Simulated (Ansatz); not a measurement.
Coupled-cluster run, C₂H₆BFSe (`CC[Se]BF`).

```yaml
crystal:
  periodic: [false, false, false]
  atoms:
    - {symbol: C, position_ang: [0.472468, -0.654705, 1.260134]}
    - {symbol: C, position_ang: [0.482077, 0.679602, 0.548525]}
    - {symbol: Se, position_ang: [0.839575, 0.520531, -1.377274]}
    - {symbol: B, position_ang: [-0.912968, 0.049236, -2.000861]}
    - {symbol: F, position_ang: [-1.936984, -0.055252, -1.163958]}
    - {symbol: H, position_ang: [0.317596, -0.506736, 2.333207]}
    - {symbol: H, position_ang: [1.416596, -1.185470, 1.124506]}
    - {symbol: H, position_ang: [-0.330892, -1.292823, 0.888909]}
    - {symbol: H, position_ang: [1.271410, 1.332519, 0.922238]}
    - {symbol: H, position_ang: [-0.467482, 1.203037, 0.651773]}
    - {symbol: H, position_ang: [-1.086097, -0.146839, -3.166798]}
basis:
  gaussian: {orbitals: def2-TZVPP}
correlation: {method: ccsd_t}
```

```sh
$ ansatz run in.yaml --threads 4 --pin off --events-out ev --progress --plain --max-ram 10444MiB
```

Output of Ansatz, abridged:

```
Functional definition: HF
1566 factors; integrals over basis functions are off by at most 1.0e-3 eV
mean field evaluation 1: about -70837.6736 eV, gradient 3.5e1 eV
mean field evaluation 2: about -70837.8872 eV, gradient 3.5e1 eV
mean field evaluation 4: about -70840.8879 eV, gradient 4.2e0 eV
mean field evaluation 8: about -70840.9467 eV, gradient 2.3e-1 eV
mean field -70840.94700001 eV, -2603.3567845320 hartree, gradient 6.6e-6 eV, S^2 0.000000; 0 other end points of the search recorded, 0 dependent functions left out
13 core orbitals not correlated: weight in the atoms' cores, before any rotation towards them, 1.000 or more for the frozen orbitals, at most 0.000 for the correlated occupied ones
reference -70840.94700001 eV, -2603.3567845320 hartree; 20, 20 occupied and 223, 223 virtual orbitals, 1566 factors
second order -26.53316616 eV of doubles, -0.00000000 eV of singles
cycle   1  -26.72091246 eV  change   -1.9e-1 eV  update   1.1e-1
cycle   2  -27.35170345 eV  change   -6.3e-1 eV  update   3.1e-2
cycle   3  -27.47828853 eV  change   -1.3e-1 eV  update   1.7e-2
cycle   4  -27.46374211 eV  change    1.5e-2 eV  update   4.8e-3
cycle   5  -27.46167791 eV  change    2.1e-3 eV  update   2.3e-3
cycle   6  -27.46260079 eV  change   -9.2e-4 eV  update   8.2e-4
cycle   7  -27.46203807 eV  change    5.6e-4 eV  update   2.8e-4
cycle   8  -27.46197035 eV  change    6.8e-5 eV  update   1.2e-4
cycle   9  -27.46202912 eV  change   -5.9e-5 eV  update   4.3e-5
cycle  10  -27.46202246 eV  change    6.7e-6 eV  update   1.4e-5
perturbative correction -1.02629883 eV, -0.0377157865 hartree
Total energy: -70869.43532131 eV, -2604.4037110297 hartree
```

Run time 5.1 min (4 threads of an Arm Neoverse V2 on a shared host); peak host memory 6.2 GiB.

Correlation energy per correlated electron: -0.712 eV. T1 diagnostic: 0.0115.
